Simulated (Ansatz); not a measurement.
`C[SiH2][GaH2]` + CH₃NH₂ → `CN[SiH2][GaH2]` + CH₄ at 700 K and 1 bar (ligand exchange at the Si–C bond).

Program: Ansatz. Geometries: PBE0-D4/def2-TZVP. ΔE: electronic, gas phase. CCSD(T)/CBS adds triple-zeta CCSD(T) − MP2 to the extrapolated MP2 energy (def2 sets, frozen cores). This one scheme is used for every species. For Ga outer-core shells are correlated without core-valence functions, which leaves a few kJ/mol of doubt a bond. Scalar relativity is left out up to krypton. Each species was taken in one conformer, which may not be the lowest.

| species | CCSD(T)/CBS energy (Eh) | H − E (kJ/mol) | S (J/(mol·K)) |
| --- | --- | --- | --- |
| `C[SiH2][GaH2]` | -2255.26778 | 249.5 | 458.1 |
| CH₃NH₂ | -95.75281 | 207.6 | 296.6 |
| `CN[SiH2][GaH2]` | -2310.57822 | 309.8 | 505.8 |
| CH₄ | -40.46206 | 145.9 | 224.0 |

H − E and S are ideal-gas, rigid-rotor, harmonic terms from PBE0-D4/def2-TZVP, for one conformer and one mirror image of each species. 1 Eh = 2625.50 kJ/mol, R = 8.31446 J/(mol·K).

By hand: ΔE, ΔH, ΔS and ΔG.

ΔE = (-2310.57822) + (-40.46206) − (-2255.26778) − (-95.75281) = -0.01969 Eh = -51.7 kJ/mol. Δ(H − E) = 309.8 + 145.9 − 249.5 − 207.6 = -1.4, so ΔH = -53.1 kJ/mol. ΔS = 505.8 + 224.0 − 458.1 − 296.6 = -24.9 J/(mol·K). ΔG = -53.1 − 700 × (-24.9)/1000 = -35.7 kJ/mol.

By hand: the equilibrium constant, and the temperature at which ΔG would vanish if ΔH and ΔS stayed fixed.

log₁₀ K = −ΔG/(RT ln 10) = 2.7. ΔG = 0 at ΔH/ΔS = 2133 K.

ΔH outweighs TΔS. A doubt of 5 kJ/mol in ΔE shifts log₁₀ K by 0.4 here. Other conformers and mirror images would add mixing entropy, several J/(mol·K) or more a flexible species. Modes under 60 cm⁻¹, often nearly free rotors, make the harmonic entropy too high. These are equilibria of isolated gas molecules and say nothing of rates. Largest T1 diagnostic: 0.012 (customary marks: 0.02 for closed shells, 0.045 for open ones).
